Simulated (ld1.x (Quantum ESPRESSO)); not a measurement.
## Logarithmic derivatives: nickel, RRKJ

```json
{"Element": "Ni (Z = 28)", "Generator": "ld1.x (Quantum ESPRESSO) 7.5", "Type": "norm-conserving RRKJ (Kleinman–Bylander form)", "Functional": "PBEsol", "Relativity": "scalar-relativistic", "Frozen core": "[Ne]", "Valence charge": "18", "Reference configuration": "3s2 3p6 3d7 4s0 4p0 (charge +3)", "Partial waves": "3p (bound): rc 1.20 bohr; 3d (bound): rc 1.50 bohr; 3s (bound): rc 0.65 bohr", "Local potential": "the s channel", "Core correction": "Bessel-smoothed model core, default radius (core density twice the valence density)"}
```

The phase is arctan(r·u′/u) with u = r·R(r), unwrapped; energies in Ry, scanned from -13 to 5 Ry. A pole is an energy at which the radial function vanishes at the test radius. The pseudo phase is shifted by a multiple of π to meet the all-electron one at the reference energy, and phase errors are pseudo minus all-electron; the curves can meet again beyond the range given. Levels narrower than the energy grid can be missing from the lists of poles.

Task: For each channel, where are the poles, and over which energies does the pseudopotential scatter like the atom?

Result:

```csv
channel,radius (bohr),reference energy (Ry),"poles, all-electron","poles, pseudo",unbroken range about the reference energy with phases within 0.05 rad,phase error 1 Ry above the reference energy (rad)
s,1.65,-11.04,-10.86,-10.86,the whole range,-0.000
p,1.65,-8.12,-7.83,-7.83,the whole range,+0.000
d,1.65,-3.46,-2.85,-2.84,below -0.2,+0.008
```

Phases in the p channel:

```tsv
E (Ry)	all-electron	pseudo
-13.00	1.362	1.362
-12.52	1.354	1.354
-12.04	1.346	1.346
-11.56	1.336	1.336
-11.08	1.323	1.323
-10.60	1.307	1.307
-10.12	1.285	1.285
-9.64	1.251	1.251
-9.16	1.182	1.182
-8.68	0.944	0.944
-8.20	-1.118	-1.118
-7.72	-1.615	-1.615
-7.24	-1.712	-1.712
-6.76	-1.759	-1.759
-6.28	-1.792	-1.792
-5.80	-1.819	-1.819
-5.32	-1.846	-1.846
-4.84	-1.873	-1.873
-4.36	-1.903	-1.903
-3.88	-1.938	-1.938
-3.40	-1.979	-1.979
-2.92	-2.031	-2.031
-2.44	-2.098	-2.098
-1.96	-2.188	-2.189
-1.48	-2.316	-2.317
-1.00	-2.504	-2.507
-0.52	-2.784	-2.789
-0.04	-3.164	-3.171
0.44	-3.568	-3.576
0.92	-3.891	-3.897
1.40	-4.112	-4.117
1.88	-4.261	-4.265
2.36	-4.364	-4.367
2.84	-4.439	-4.441
3.32	-4.495	-4.497
3.80	-4.539	-4.541
4.28	-4.575	-4.577
4.76	-4.604	-4.606
```
